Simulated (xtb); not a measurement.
C₃H₉FSi₂, SMILES F[SiH2]C1([SiH3])CC1. All values are semi-empirical tight-binding results from xtb (GFN2-xTB unless named), good for trends rather than for accurate numbers. The structure is a stationary point at GFN2-xTB. This is a generated structure with no PubChem entry under its InChIKey; it may be hypothetical. Other conformers were not sampled.

```json
{
  "orbital_gap": "5.34 eV",
  "dipole_moment": "1.83 D",
  "zero_point_energy": "65.0 kcal/mol",
  "G − E(el) at 298.15 K (modified RRHO)": "43.9 kcal/mol",
  "static polarisability (D4 model)": "91.3 bohr³",
  "solvation energy, GFN2-xTB/ALPB(water)": "0.2 kcal/mol",
  "solvation energy, GFN2-xTB/ALPB(acetonitrile)": "-2.6 kcal/mol"
}
```
